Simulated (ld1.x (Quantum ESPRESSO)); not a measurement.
## zirconium, TM: configuration errors across variants

| Quantity | Value |
| --- | --- |
| Element | Zr |
| Generator | ld1.x (Quantum ESPRESSO) 7.5 |
| Type | norm-conserving Troullier–Martins (Kleinman–Bylander form) |
| Functional | PBE |
| Relativity | fully relativistic |
| Frozen core | [Kr] |
| Valence charge | 4 |
| Reference configuration | 4d1 5s0 5p0 (charge +3) |
| Partial waves | 5p (bound, empty): rc 2.55 bohr; 4d (bound): rc 1.70 bohr; 5s (bound, empty): rc 2.25 bohr |
| Local potential | the s channel |
| Core correction | Bessel-smoothed model core, default radius (core density twice the valence density) |

Open shells are filled in proportion to 2j + 1 (rel_dist='average').

All-electron excitation energies from the reference (eV): (1) 4d2 5s2 5p0 -42.701; (2) 4d2 5s1 5p0 -35.564; (3) 4d2 5s0 5p0 -22.624; (4) 4d1 5s2 5p1 -39.702; (5) 4d2 5s0 5p2 -36.492; (6) 4d2 5s0 5p1 -31.851; (7) 4d2.5 5s1.5 5p0 -42.187.

The default core radius of the base comes out at 2.43 bohr.

The overlap operator is not positive definite (basis up to 400 Ry) in “type ultrasoft; waves now 5s (bound): rcut 1.95, rcutus 2.25 bohr; 5s channel at -0.5 Ry: rcut 1.95, rcutus 2.25 bohr; 5p (bound): rcut 2.20, rcutus 2.55 bohr; 5p channel at -1 Ry: rcut 2.20, rcutus 2.55 bohr; 4d (bound): rcut 1.50, rcutus 1.70 bohr; 4d channel at 3.15 Ry: rcut 1.50, rcutus 1.70 bohr; local potential all-electron potential smoothed inside 1.55 bohr (lloc = -1); augmentation PSQ, inside the norm-conserving radii”. Such files are unfit for use, however small their errors in these radial tests.

6 further variants failed, have other tests or another functional or relativity, and are left out.

A true bound ghost makes a file unfit for plane-wave use even where its test errors are small: the radial tests pick states by their node count and pass the ghost by.

Errors AE − PS in meV (a dash: test not solved or not reliable):

```csv
change,(1),(2),(3),(4),(5),(6),(7),bound ghosts
base,-121,-205,-237,+53,-161,-205,-294,"p1/2, p3/2"
core correction Bessel-smoothed model core inside 1.64 bohr,-149,-232,-260,+38,-183,-228,–,"p1/2, p3/2"
"type ultrasoft; waves now 5s (bound): rcut 1.95, rcutus 2.25 bohr; 5s channel at -0.5 Ry: rcut 1.95, rcutus 2.25 bohr; 5p (bound): rcut 2.20, rcutus 2.55 bohr; 5p channel at -1 Ry: rcut 2.20, rcutus 2.55 bohr; 4d (bound): rcut 1.50, rcutus 1.70 bohr; 4d channel at 3.15 Ry: rcut 1.50, rcutus 1.70 bohr; local potential all-electron potential smoothed inside 1.55 bohr (lloc = -1); augmentation PSQ, inside the norm-conserving radii",–,–,–,–,–,–,–,"p1/2, p3/2 (s, d3/2, d5/2 not tested, overlap not positive)"
"all radii but the core radius scaled by about 1.27 (s 2.86, p 3.24, d 2.16 bohr)",-179,-229,-245,+33,-100,-165,-359,none
wave 4d (bound): rc 1.70 bohr becomes 4d (bound): rc 2.48 bohr,-115,-195,-222,+52,-151,-193,-281,"p1/2, p3/2"
wave 5p (bound): rc 2.55 bohr becomes 5p (bound): rc 2.82 bohr,-121,-205,-237,+59,-122,-177,-294,none
```

**Question.** Give the same row for: wave 5p (bound): rc 2.55 bohr becomes 5p (bound): rc 2.34 bohr.

**Answer.** -121, -205, -237, +41, -228, -248, -294; bound ghosts: p3/2, p1/2.
